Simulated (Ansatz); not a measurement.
Gas-phase electronic energies from Ansatz, PBE0-D4/def2-TZVP geometries. CCSD(T)/CBS is the MP2 limit (def2-TZVPP, def2-QZVPP) plus CCSD(T) − MP2 in def2-TZVPP, frozen cores. This one scheme is used for every species. Functionals use def2-TZVPP. Each species was taken in one conformer, which may not be the lowest.

`O[SiH2]N[SiH2]Cl` + CH₄ → `C[SiH2]N[SiH2]Cl` + H₂O  (formal exchange of groups at the Si–O bond)

CCSD(T)/CBS gives +1.11 eV.

Question: Another level gave +1.13 eV. Which?
A. CCSD(T)/def2-TZVPP
B. B2PLYP/def2-TZVPP
C. PBE0/def2-TZVPP
D. HF/def2-TZVPP

Answer: A. CCSD(T)/def2-TZVPP 1.13, B2PLYP 1.20, HF/def2-TZVPP 1.30, PBE0 1.09 eV.

Largest T1 diagnostic among the species: 0.011.

The D4 term adds −0.05 eV with B3LYP and −0.03 eV with PBE0; it sums over pairs of atoms, weighted by their polarisabilities, and B3LYP, whose exchange is more repulsive, gets the larger term. In def2-TZVPP, CCSD(T) changes the Hartree–Fock value by −0.17 eV (the triples alone add −0.02 eV) and MP2 by −0.15 eV.

B3LYP here is the variant with VWN-RPA as its local correlation; programs differ in this.
